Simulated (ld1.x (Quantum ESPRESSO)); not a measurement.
# technetium, PAW: configuration errors across variants

```
Element                 : Tc
Generator               : ld1.x (Quantum ESPRESSO) 7.5
Type                    : PAW
Functional              : PBE
Relativity              : scalar-relativistic
Frozen core             : [Kr]
Valence charge          : 7
Reference configuration : 4d5.5 5s1.5 5p0
Partial waves           : 5s (bound): rcut 3.05, rcutus 3.45 bohr; 5s channel at 0.05 Ry: rcut 3.05, rcutus 3.45 bohr; 5p (bound, empty): rcut 3.10, rcutus 4.00 bohr; 5p channel at 3.25 Ry: rcut 3.10, rcutus 4.00 bohr; 4d (bound): rcut 1.30, rcutus 1.55 bohr; 4d channel at -0.05 Ry: rcut 1.30, rcutus 1.55 bohr
Local potential         : all-electron potential smoothed inside 1.40 bohr (lloc = -1)
Core correction         : Bessel-smoothed model core inside 1.40 bohr
Augmentation charge     : PSQ, radius 1.40 bohr
```

All-electron excitation energies from the reference (eV): (1) 4d5 5s2 5p0 0.634; (2) 4d5 5s1 5p0 8.787; (3) 4d5 5s0 5p0 23.639; (4) 4d5 5s0 5p2 8.346; (5) 4d3 5s0 5p0 94.380; (6) 4d4 5s0 5p0 52.345; (7) 4d5 5s1 5p1 4.388.

The overlap operator is not positive definite (basis up to 400 Ry) in “base”, “waves 5s (bound): rcut 3.05, rcutus 3.28 bohr; 5s channel at 0.05 Ry: rcut 3.05, rcutus 3.28 bohr”, “waves 5s (bound): rcut 3.05, rcutus 4.00 bohr; 5s channel at 0.05 Ry: rcut 3.05, rcutus 4.00 bohr”, “waves 5s (bound): rcut 3.05, rcutus 4.48 bohr; 5s channel at 0.05 Ry: rcut 3.05, rcutus 4.48 bohr”. Such files are unfit for use, however small their errors in these radial tests.

2 further variants failed, have other tests or too few solved ones, and are left out.

A true bound ghost makes a file unfit for plane-wave use even where its test errors are small: the radial tests pick states by their node count and pass the ghost by.

Errors AE − PS in meV (a dash: test not solved or not reliable):

| change | (1) | (2) | (3) | (4) | (5) | (6) | (7) | bound ghosts |
| --- | --- | --- | --- | --- | --- | --- | --- | --- |
| base | -9.0 | -12 | -30 | -17 | -1144 | -312 | -12 | not determined (overlap not positive) |
| waves 5s (bound): rcut 3.05, rcutus 3.28 bohr; 5s channel at 0.05 Ry: rcut 3.05, rcutus 3.28 bohr | -9.6 | -12 | -30 | -17 | -1144 | -312 | -12 | not determined (overlap not positive) |
| waves 5s (bound): rcut 3.05, rcutus 4.00 bohr; 5s channel at 0.05 Ry: rcut 3.05, rcutus 4.00 bohr | -6.2 | -9.0 | -30 | -17 | -1144 | -312 | -9.1 | not determined (overlap not positive) |
| waves 5s (bound): rcut 3.05, rcutus 4.48 bohr; 5s channel at 0.05 Ry: rcut 3.05, rcutus 4.48 bohr | +0.5 | +0.4 | -30 | -17 | -1144 | -312 | -2.2 | not determined (overlap not positive) |

(1) Give the same row for: waves 5s (bound): rcut 2.70, rcutus 2.86 bohr; 5s channel at 0.05 Ry: rcut 2.70, rcutus 2.86 bohr.

Results:

(1) -11, -13, -30, -17, -1144, -312, -13; bound ghosts: s (p not tested, overlap not positive). Its overlap operator is not positive definite in a basis up to 400 Ry (lowest eigenvalue p -0.07), so the file is unfit for use: the generalised eigenproblem breaks down once the basis is large enough, and its test numbers describe a broken file.
